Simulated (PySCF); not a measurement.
# Structure revision by computed shifts

A compound C5H7FSi gives the data below (simulated from a calculation) and was assigned the structure `CC#C[C@]1(F)C[SiH2]1`.

$^{13}$C{$^{1}$H} NMR (computed): δ 87.3 (C), 78.1 (CH), 72.5 (CH), 21.0 (CH2), 2.4 (C).

$^{1}$H NMR (500 MHz, computed): δ 4.42 (m, 1H), 3.93 (s, 3H), 1.30 (m, 1H), 1.23 (s, 1H), 0.81 (m, 1H).

Calculated, not measured (PySCF 2.14): coordinates at the GFN2-xTB level, shielding tensors at PBE0/pcSseg-1 (GIAO). A single conformation, relativity neglected, isolated molecule, one averaged value for each set of equivalent atoms.

References, each an isolated molecule treated in the same way: $^{1}$H (σ = 31.72 ppm) and $^{13}$C (σ = 186.93 ppm) against TMS.

Question: Compare with the shifts computed for the proposed structure, pairing carbons in order of shift.

Answer: Atom-mapped SMILES (the numbers label the heavy atoms): `[CH3:1][C:2]#[C:3][C@:4]1([F:5])[CH2:6][SiH2:7]1`; H(Xn) means a hydrogen on atom n.

```csv
atom,computed for proposal,given list,difference
C2,97.4,87.3,+10.1
C3,84.5,78.1,+6.4
C4,75.5,72.5,+3.0
C6,13.3,21.0,-7.7
C1,5.6,2.4,+3.2
```

The rms difference is 6.7 ppm and the largest +10.1 ppm at C2 (alkyne carbon). The carbon types in order of shift don't match either: C, C, C, CH2, CH3 for the proposal against C, CH, CH, CH2, C in the data. The proposal doesn't fit.

Question: Which isomer fits?

Answer: SMILES C#C[C@@]1([SiH3])C[C@H]1F.

Carbon types of the structure: 2 × C, 2 × CH, 1 × CH2, leaving 3 H on heteroatoms. δC 87.3: alkyne carbon; the triple bond shields along its axis, which puts it between sp3 and sp2 carbons. δC 78.1, 21.0, 2.4: three-membered-ring carbon. δC 72.5: terminal alkyne carbon; the triple bond shields along its axis, which puts it between sp3 and sp2 carbons. δH 4.42, 1.30, 0.81: hydrogen on a three-membered-ring carbon.

This is the structure that produced the data.

Splittings by $^{19}$F in the carbon and heteronuclear signals aren't shown, as no couplings were computed. Shifts are as computed. Against solution values, carbons near 30 ppm lie about +3 ppm off and those near 130 ppm about +5 ppm. Of 1309 compounds with measured shifts, 239 miss one by over three times the rms of a fit or turn the order of signals round; such compounds aren't used in these exercises. No couplings were computed; multiplicities are counted from neighbouring protons, with m where these are inequivalent, close in shift, in a saturated or five-membered ring or joined by F or P, and br s for small geminal =CH2 splittings.
